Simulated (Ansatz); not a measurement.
Ru₃H₃. The state is a doublet with charge 0. Geometry PBE0-D4/def2-TZVP, that of the charge +1 singlet; atoms count from 1.

| atom | x (Å) | y (Å) | z (Å) |
| --- | --- | --- | --- |
| Ru1 | -0.2782 | -1.5939 | 0.3937 |
| Ru2 | 1.2522 | 0.0146 | 0.2365 |
| Ru3 | -1.1971 | 0.3048 | -0.3156 |
| H4 | -1.4607 | 0.5529 | 1.1928 |
| H5 | 1.4600 | -0.5499 | -1.1934 |
| H6 | 0.2239 | 1.2715 | -0.3140 |

In the def2 sets Ru takes a core potential; there is no spin–orbit coupling. The charge 0 doublet is spin-contaminated (final ⟨S²⟩ up to 2.18, 0.75 for a pure state). The structure comes from a short search, and lower isomers may exist.

Question: Estimate the Mulliken populations from the PBE0/def2-TZVP orbitals of Ansatz.

Answer: 
| atom | charge (e) | spin (α − β) | d electrons |
| --- | --- | --- | --- |
| Ru1 | -0.05 | 1.56 | 7.00 |
| Ru2 | 0.03 | 0.94 | 7.16 |
| Ru3 | 0.03 | -1.49 | 7.08 |
| H4 | 0.01 | 0.05 | – |
| H5 | 0.01 | -0.04 | – |
| H6 | -0.03 | -0.02 | – |
Mulliken values and Mayer orders depend strongly on the basis.

Question: Where does the spin sit?

Answer: Summed by element: Ru 1.01, H -0.01, of 1 unpaired in all. Largest on single atoms: Ru1 1.56, Ru3 -1.49, Ru2 0.94.

Question: And the Mayer bond orders between bonded heavy atoms (over 0.3)?

Answer: Ru1–Ru2 1.80 (2.23 Å); Ru1–Ru3 1.71 (2.23 Å); Ru2–Ru3 0.76 (2.53 Å).
